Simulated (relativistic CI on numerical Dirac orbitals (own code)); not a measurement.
# Hyperfine structure of Lu³⁴⁺, mass number 176

Calculated at this level of theory: Dirac-Coulomb-Breit CI, orbitals from a KLI potential per configuration, model QED, unscaled Slater integrals (own radial code, finite nucleus).

Configurations in the expansion (outside the closed core [Ar] 3d10): 4s²4p⁶4d, 4s²4p⁶4f, 4s²4p⁵4d², 4s4p⁶4d², 4s²4p⁵4d4f, 4s4p⁶4d4f, 4s²4p⁶5s, 4s²4p⁶5p, 4s²4p⁶5d, 4p⁶4d³, 4p⁵4d⁴, 4p⁵4d³4f, 4s4p⁶4f², 4s4p⁵4f³, 4p⁶4f³. Double excitations out of closed p, d and f shells are left out; levels of such configurations are missing from the list, as are those of other unlisted configurations, and high levels can miss mixing partners.

Nuclear spin I = 7, μ = 3.16 μN, Q = 4.92 b (tables of Stone and Pyykkö). The electronic factors are computed for point nuclear moments, without core polarisation or the Bohr-Weisskopf and QED corrections.

```csv
Level,E (cm⁻¹),A (MHz),B (MHz)
4s²4p⁶4d ²D3/2,0,10210,75700
4s²4p⁶4d ²D5/2,122189,4137,92800
4s²4p⁵4d² ⁴D°1/2,1139192,1906,
4s²4p⁵4d² ⁴G°9/2,1266419,10740,-410000
4s²4p⁵4d² ²H°11/2,1296555,10120,-331000
```

Levels with J = 0, under 50 % of one LS term, or S terms without an open s electron are left out. Small factors come from cancelling terms and can be off by tens of per cent or more.

At this charge energies of transitions that change n are usually good to better than 1 %, and those within a shell (Δn = 0) to a few per cent.

Problem. Give the hyperfine levels of 4s²4p⁶4d ²D3/2 relative to its centre of gravity.

Solution. With K = F(F + 1) − I(I + 1) − J(J + 1), E = AK/2 + B[¾K(K + 1) − I(I + 1)J(J + 1)]/[2I(2I − 1)J(2J − 1)]: F = 11/2: -94200, F = 13/2: -73810, F = 15/2: -6619, F = 17/2: 126100 MHz.

LS names give the leading component of a level, which can be under half, so a name can repeat, a term be missing and a line seem to break the LS rules.
